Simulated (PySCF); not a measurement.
Species: C₆H₁₁NO (charge -1 and doublet state).
Cartesian coordinates in Å at the GFN2-xTB level; atoms count from 1:
```xyz
19
C6H11NO angstrom
C      2.5639   -0.5213    0.4419
C      1.9940    0.3139   -0.5021
C      0.6362    0.5044   -0.7736
O      0.1590    1.3295   -1.6084
N     -0.2837   -0.3446    0.0040
C     -0.3574   -1.6755   -0.5513
C     -1.5977    0.2413    0.1569
C     -1.5155    1.5256    0.9723
H      3.6363   -0.5672    0.5689
H      1.9644   -1.0871    1.1335
H      2.6656    0.9029   -1.1226
H     -0.8762   -1.7101   -1.5285
H     -0.8936   -2.3405    0.1389
H      0.6557   -2.0494   -0.6863
H     -2.2368   -0.4898    0.6755
H     -2.0620    0.4670   -0.8221
H     -2.5124    1.9202    1.1719
H     -0.9432    2.2565    0.4093
H     -1.0064    1.3334    1.9142
```

The hyperfine couplings belong to this conformer and change with its torsions.

The species is `C=C[C]([O-])N(C)CC` [radical] (charge -1).

Method: PySCF, UKS B3LYP, pcH-1 on C H N O, non-relativistic, mean-field spin-orbit, GIAO. Whether the extra electron is bound in the gas phase wasn't checked; a finite basis holds it in any case. The geometry wasn't refined by DFT: couplings that depend on bond lengths, twists or pyramidal angles can differ widely from those at the functional's own minimum, by a factor of two or more for some ions and for spin on atoms past the first row. No stability test was run, so a lower SCF solution isn't excluded.

(1) Break the g tensor into its mass correction, gauge correction and orbital-Zeeman/spin–orbit terms.

(2) How much does each term add to the isotropic shift?

(3) What are the electron Larmor frequencies g μB B/h along the three axes at 330 mT?

(4) In a frozen sample, at which fields do the three g values resonate at 9.5, 34, 94 and 263 GHz (hyperfine left aside), and which band first spreads them over more than twice a line width of 0.3 mT?

Results:

(1) 
```csv
Δg (ppm),1,2,3
relativistic mass correction,-190,-190,-190
gauge correction,-4,40,39
orbital Zeeman/spin–orbit,22,2147,2247
total,-172,1996,2096
```

So g = 2.00215, 2.00432, 2.00441 and g_iso = 2.00363; the tensor is close to axial: the two nearest values differ by 4 % of g3 − g1. Axes: g2 points within 12° of the C1–H10 bond and g3 points within 13° of the C2–C3 bond.

(2) The orbital-Zeeman/spin–orbit term 1472, the mass correction -190 and the gauge correction 25 ppm, for a total of 1307 ppm. The orbital-Zeeman/spin–orbit term is the largest in size. The mass correction is the same along every axis, so the anisotropy comes from the other two: their spans along these axes are 44 (gauge) and 2225 ppm (orbital Zeeman/spin–orbit).

(3) 9.2474, 9.2575, 9.2579 GHz for g1, g2 and g3, a range of 10.5 MHz.

(4) 
| band | GHz | B(g3) mT | B(g2) mT | B(g1) mT | spread mT |
| --- | --- | --- | --- | --- | --- |
| X | 9.5 | 338.63 | 338.65 | 339.01 | 0.38 |
| Q | 34.0 | 1211.94 | 1212.00 | 1213.31 | 1.37 |
| W | 94.0 | 3350.65 | 3350.81 | 3354.44 | 3.80 |
| J | 263.0 | 9374.68 | 9375.15 | 9385.30 | 10.62 |

The spread grows in proportion to the frequency. Q band is the first where it exceeds 0.6 mT.

Largest spin populations (Mulliken): C1 (+0.57), C3 (+0.24) and O4 (+0.23). Three atoms exceed +0.15. The angles at C1 add up to 359.8°, so it is planar.

The HOMO–LUMO gaps are 3.20 eV among the α and 5.31 eV among the β orbitals.

The SMILES draws the unpaired electron on C3; the largest computed Mulliken spin population is on C1 (0.57 against 0.24).
